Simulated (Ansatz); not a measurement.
H5NSi2, SMILES `[SiH2]=N[SiH3]` (charge 0, multiplicity 1).

Cartesian coordinates (Å):
SMILES: [SiH2]=N[SiH3]
```xyz
8

Si     1.7446    -0.1018     0.0308
N      0.2310    -0.5234    -0.0618
Si    -1.3817     0.0027    -0.1718
H      2.8223    -1.1128     0.1120
H      2.2773     1.2866     0.0491
H     -2.0014    -0.5343    -1.4144
H     -2.1563    -0.5056     0.9935
H     -1.5357     1.4887    -0.1994
```
Charge 0, spin multiplicity 1.

Frozen-core energies in 6-31g from Ansatz (a program for electronic structure) at a geometry from PBE0-D3(BJ)/def2-TZVP; the HF reference has <S^2> = 0.00 (restricted, and unstable towards unrestricted orbitals) and the T1 diagnostic is 0.019.

| level | energy (Ha) |
|---|---|
| HF | -635.02541 |
| MP2 | -635.25554 |
| CCSD | -635.28407 |
| CCSD(T) | -635.29171 |

Problem. Estimate the energies of CCSDT, CCSDT(Q) and CCSDTQ, and give each level's difference from CCSDTQ.

Solution. 
```json
[
 {"level": "MP2", "energy (Ha)": "-635.25554", "difference from CCSDTQ (mHa)": "37.65"},
 {"level": "CCSD", "energy (Ha)": "-635.28407", "difference from CCSDTQ (mHa)": "9.12"},
 {"level": "CCSD(T)", "energy (Ha)": "-635.29171", "difference from CCSDTQ (mHa)": "1.49"},
 {"level": "CCSDT", "energy (Ha)": "-635.29244", "difference from CCSDTQ (mHa)": "0.75"},
 {"level": "CCSDT(Q)", "energy (Ha)": "-635.29335", "difference from CCSDTQ (mHa)": "-0.15"},
 {"level": "CCSDTQ", "energy (Ha)": "-635.29319", "difference from CCSDTQ (mHa)": "0.00"}
]
```
